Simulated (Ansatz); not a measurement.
Relaxation of the cluster B2Sb⁺ with RKS PBE-D4/def2-TZVP.

```sh
$ ansatz run in.yaml --threads 4 --pin off --events-out ev --progress --plain --max-ram 3916MiB
```

```yaml
crystal:
  periodic: [false, false, false]
  atoms:
    - {symbol: B, position_ang: [-0.232550, -0.968900, -0.013320]}
    - {symbol: B, position_ang: [0.977280, -0.184820, -0.034600]}
    - {symbol: Sb, position_ang: [-0.744730, 1.153720, 0.047930]}
basis:
  gaussian: {orbitals: def2-TZVP}
total_charge: 1
hamiltonian: {xc: pbe, dispersion: d4}
scf: {lower_state_search: "off"}
output: {orbitals: {seedname: orbitals}}
relax: {f_tol: 0.02, max_steps: 100}
```

Run time 1.7 s (4 threads of Arm Neoverse V2 on a shared host).

Positions (Å) and forces (eV/Å) at steps 1, 2, 3, 4 of 4:

```xyz
3
step=1 energy=-7875.3377 eV
B    -0.233   -0.969   -0.013   -2.485   -1.376    0.049
B     0.977   -0.185   -0.035    2.284    1.697   -0.036
Sb   -0.745    1.154    0.048    0.201   -0.321   -0.013
3
step=2 energy=-7875.4340 eV
B    -0.260   -0.974   -0.013   -0.665   -0.591    0.008
B     0.994   -0.163   -0.035    0.814    0.363   -0.018
Sb   -0.734    1.137    0.047   -0.149    0.228    0.010
3
step=3 energy=-7875.4475 eV
B    -0.269   -0.983   -0.012   -0.091   -0.123    0.000
B     1.006   -0.158   -0.035    0.149    0.033   -0.004
Sb   -0.737    1.141    0.047   -0.058    0.090    0.004
3
step=4 energy=-7875.4482 eV
B    -0.270   -0.985   -0.013    0.001    0.002    0.000
B     1.009   -0.159   -0.035   -0.002    0.000    0.000
Sb   -0.739    1.144    0.048    0.001   -0.001    0.000
```

In the def2 sets Sb takes a core potential; there is no spin–orbit coupling. The structure comes from a short search, and lower isomers may exist.
